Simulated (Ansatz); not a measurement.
Stepwise reaction of `C[SiH](O)O` with hydrogen, as a gas-phase model of exchange steps in deposition or etching. ΔE in kJ/mol; ΔG adds harmonic PBE0-D4 terms to CCSD(T)/CBS, at 1 bar.

Program: Ansatz. Geometries: PBE0-D4/def2-TZVP. ΔE: electronic, gas phase. CCSD(T)/CBS is the MP2 limit (def2-TZVPP, def2-QZVPP) plus CCSD(T) − MP2 in def2-TZVPP, frozen cores. This one scheme is used for every species. DFT in def2-TZVPP. B3LYP here is the variant with VWN-RPA as its local correlation; programs differ in this. One conformer a species, not always the lowest.

```
step                           reaction  PBE-D4  B3LYP-D4  ωB97M-V  CCSD(T)/CBS  ΔG(400 K)
   2  `C[SiH2]O` + H₂ → `C[SiH3]` + H₂O    64.1      70.7     71.3         69.1       73.4
```

Q: Give the row of step 1, `C[SiH](O)O` + H₂ → `C[SiH2]O` + H₂O. (Estimate.)

A: The calculation gave: 
| step | reaction | PBE-D4 | B3LYP-D4 | ωB97M-V | CCSD(T)/CBS | ΔG(400 K) |
| --- | --- | --- | --- | --- | --- | --- |
| 1 | `C[SiH](O)O` + H₂ → `C[SiH2]O` + H₂O | 93.2 | 98.8 | 100.2 | 96.6 | 94.1 |

Q: By hand: ΔE of the 2 steps together at CCSD(T)/CBS.

A: (96.6) + (69.1) = 165.7 kJ/mol, or 82.8 kJ/mol a step.

In ΔE each step is lower than the one before. All are uphill at CCSD(T)/CBS. ΔG lies between 73.4 and 94.1 kJ/mol a step. PBE-D4 differs from CCSD(T)/CBS by -5.0 to -3.4 kJ/mol a step. Isolated molecules leave out the surface, adducts and barriers. Largest T1 diagnostic: 0.011.
